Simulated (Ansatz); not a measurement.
BeF2⁺. The state is a doublet with charge 1. Geometry PBE-D4/def2-TZVP, that of the neutral singlet; atoms count from 1.

```xyz
3

Be   -0.002    0.000    0.000
F     0.266   -0.603    1.225
F    -0.264    0.604   -1.225
```

Q: Estimate the Mulliken populations from the PBE0/def2-TZVP orbitals of Ansatz.

A: 
```csv
atom,charge (e),spin (α − β)
Be1,0.75,-0.06
F2,0.12,0.53
F3,0.12,0.53
```
Mulliken values and Mayer orders depend strongly on the basis.

Q: Where does the spin sit?

A: Summed by element: Be -0.06, F 1.06, of 1 unpaired in all. Largest on single atoms: F2 0.53, F3 0.53, Be1 -0.06.

Q: And the Mayer bond orders between bonded heavy atoms (over 0.3)?

A: Be1–F2 1.01 (1.39 Å); Be1–F3 1.01 (1.39 Å). Values over 0.3 also appear between atoms too far apart for a bond (F2–F3 0.46 at 2.78 Å); they arise where an orbital or an unpaired electron spreads over both atoms.
